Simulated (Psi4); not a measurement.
Donor–acceptor adduct: BGeH5 (SMILES [BH2][GeH3]) (first 7 atoms) with H2O (SMILES O); geometry from B3LYP-D3(BJ)/def2-TZVP, rigid monomers moved along the line of their centres of mass till B1···O8 is 2.30 Å.
(charge 0, multiplicity 1):
```xyz
10

B      1.22285     0.28758     0.80215
Ge    -0.61922    -0.01847    -0.12898
H      2.03321    -0.56623     0.58764
H      1.62736     1.41308     0.76436
H     -0.56441     0.02659    -1.67015
H     -1.24588    -1.39666     0.23702
H     -1.70654     1.01016     0.29427
O      1.24492     0.09107     3.08989
H      0.87384    -0.78531     3.26524
H      0.60927     0.74604     3.41074
```

Calculation: SAPT0/aug-cc-pVDZ in Psi4 1.11.

**Question.** Give the four SAPT terms and the total, and say what mostly holds the pair together.

**Answer.** electrostatics -13.43, exchange 11.75, induction -7.19, dispersion -4.02, total -12.88 kcal/mol; the largest attraction is electrostatics.
